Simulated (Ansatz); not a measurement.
`O=C[SeH]` + `[NH2][GaH2]` → `[NH2][GaH][SeH]` + `C=O`  (formal exchange of groups at the Se–C bond)

Isolated molecules relaxed with PBE0-D4/def2-TZVP in Ansatz; ΔE leaves out vibrations. CCSD(T)/CBS adds triple-zeta CCSD(T) − MP2 to the extrapolated MP2 energy (def2 sets, frozen cores). This one scheme is used for every species. DFT in def2-TZVPP. B3LYP here is the variant with VWN-RPA as its local correlation; programs differ in this. HSE06 is defined as in plane-wave codes. For Ga, Se outer-core shells are correlated without core-valence functions, which leaves a few kJ/mol of doubt a bond. Scalar relativity is left out up to krypton. Each species was taken in one conformer, which may not be the lowest.

```json
{"level": "r2SCAN-D4", "ΔE (kJ/mol)": "-90.3"}
{"level": "B3LYP-D4", "ΔE (kJ/mol)": "-96.8"}
{"level": "HSE06-D4", "ΔE (kJ/mol)": "-99.5"}
{"level": "revPBE", "ΔE (kJ/mol)": "-83.5"}
{"level": "r2SCAN", "ΔE (kJ/mol)": "-90.0"}
{"level": "r2SCANh", "ΔE (kJ/mol)": "-95.4"}
{"level": "MP2/def2-TZVPP", "ΔE (kJ/mol)": "-109.7"}
{"level": "MP2/CBS(def2)", "ΔE (kJ/mol)": "-112.4"}
```

Q: What does CCSD(T)/CBS give? (Best estimate.)

A: Ansatz gave: -111.0 kJ/mol. The listed levels differ from it by 20.7, 14.2, 11.5, 27.5, 21.0, 15.6, 1.3, -1.4 kJ/mol.

Largest T1 diagnostic among the species: 0.015.

Leaving LDA and LC-ωPBE aside and taking each functional with its dispersion term where it has one, the values, not all of them listed here, spread over 33.0 kJ/mol, from BHLYP-D4 to revPBE-D4. LDA lies +6.4 kJ/mol from PBE without D4. In def2-TZVPP, CCSD(T) changes the Hartree–Fock value by +19.4 kJ/mol (the triples alone add +5.1 kJ/mol) and MP2 by +18.0 kJ/mol.
